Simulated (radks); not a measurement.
The numbers below are computed, except where a source is named.
All-electron atom: the dysprosium ion Dy2+ in [Xe] 4f9.5 5d0.5 (fractional occupations, a model configuration). Code: a radial shooting solver on a logarithmic mesh with Libxc functionals. Model: scalar-relativistic Kohn-Sham, revPBE, spin-polarised, spherical densities, finite nucleus; open shells are filled with parallel spins first (spin-orbit coupling, left out, can overturn this in heavy ions); Fermi nuclear charge, rms radius 5.2218 fm.

Radial electron density D(r) = 4 pi r^2 rho(r):

```
   r/bohr * D(r) (the largest magnitude, 115, reaches the edge; | marks zero)
 0.001179 |  *
 0.001586 |    *
 0.002132 |      *
 0.002866 |          *
 0.003854 |               *
 0.005181 |                      *
 0.006966 |                              *
 0.009365 |                                     *
  0.01259 |                                         *
  0.01693 |                                         *
  0.02276 |                                      *
   0.0306 |                                     *
  0.04114 |                                           *
  0.05531 |                                                     *
  0.07437 |                                                      *
  0.09999 |                                            *
   0.1344 |                                           *
   0.1807 |                                                 *
    0.243 |                                      *
   0.3267 |                      *
   0.4357 |                        *
   0.5858 |                       *
   0.7876 |            *
    1.059 |      *
    1.424 |    *
    1.914 | *
    2.574 |*
     3.46 *
    4.652 *
    6.254 *
```

D(r) has 4 maxima, at r = 0.0145, 0.0649, 0.181, 0.495 bohr, and minima at 0.0278, 0.119, 0.354 bohr, inside which lie 1.92, 11.16, 29.47 electrons.
